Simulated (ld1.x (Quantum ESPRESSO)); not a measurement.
**promethium RRKJ: all-electron and pseudo phase curves**

```json
{
  "Element": "Pm (Z = 61)",
  "Generator": "ld1.x (Quantum ESPRESSO) 7.5",
  "Type": "norm-conserving RRKJ (Kleinman–Bylander form)",
  "Functional": "PBE",
  "Relativity": "scalar-relativistic",
  "Frozen core": "[Kr] 4d10",
  "Valence charge": "15",
  "Reference configuration": "4f4.5 5s2 5p6 5d0.5 6s2 6p0",
  "Partial waves": "5s (bound): rc 2.25 bohr; 5p (bound): rc 1.90 bohr; 5d (bound): rc 3.90 bohr; 4f (bound): rc 1.25 bohr",
  "Local potential": "all-electron potential smoothed inside 2.20 bohr (lloc = -2)",
  "Core correction": "none"
}
```

Occupied shells without a wave of their own: 6s. They enter only through the test configuration that unscreens the potential.

The phase is arctan(r·u′/u) with u = r·R(r), unwrapped; energies in Ry, scanned from -5 to 5 Ry. A pole is an energy at which the radial function vanishes at the test radius. The pseudo phase is shifted by a multiple of π to meet the all-electron one at the reference energy, and phase errors are pseudo minus all-electron; the curves can meet again beyond the range given. Levels narrower than the energy grid can be missing from the lists of poles. n/a: not evaluated, since a narrow level or a reset projector energy made the automatic matching unsafe.

```tsv
channel	radius (bohr)	reference energy (Ry)	poles, all-electron	poles, pseudo	unbroken range about the reference energy with phases within 0.05 rad	phase error 1 Ry above the reference energy (rad)
s	4.24	-3.20	0.41, 3.76	-0.65, 1.41	n/a	n/a
p	4.24	-1.76	-1.75, 1.05, 4.62	-1.75, 1.02, 4.19	below 2.0	+0.004
d	4.24	-0.17	0.02, 2.31	0.03, 2.48	not even at the reference energy	+0.189
f	4.24	-0.34	-0.34, 1.62, 4.30	-0.37, 1.72, 4.86	not even at the reference energy	+0.135
```

A Bessel basis up to 400 Ry misses an occupied level by 0.66 Ry, so cutoffs and ghosts were not judged. The potential misses its own reference levels by up to 6.2 eV, so it is not fit for use.

Phases in the d channel:

```csv
E (Ry),all-electron,pseudo
-5.00,1.464,1.465
-4.48,1.458,1.458
-3.96,1.451,1.451
-3.44,1.442,1.442
-2.92,1.430,1.431
-2.40,1.415,1.416
-1.88,1.393,1.395
-1.36,1.359,1.361
-0.84,1.284,1.289
-0.32,0.733,0.791
0.20,-1.725,-1.715
0.72,-2.189,-2.096
1.24,-4.224,-4.022
1.76,-4.598,-4.554
2.28,-4.707,-4.681
2.80,-4.783,-4.760
3.32,-4.888,-4.864
3.84,-5.311,-5.412
4.36,-7.448,-7.601
4.88,-7.718,-7.774
```
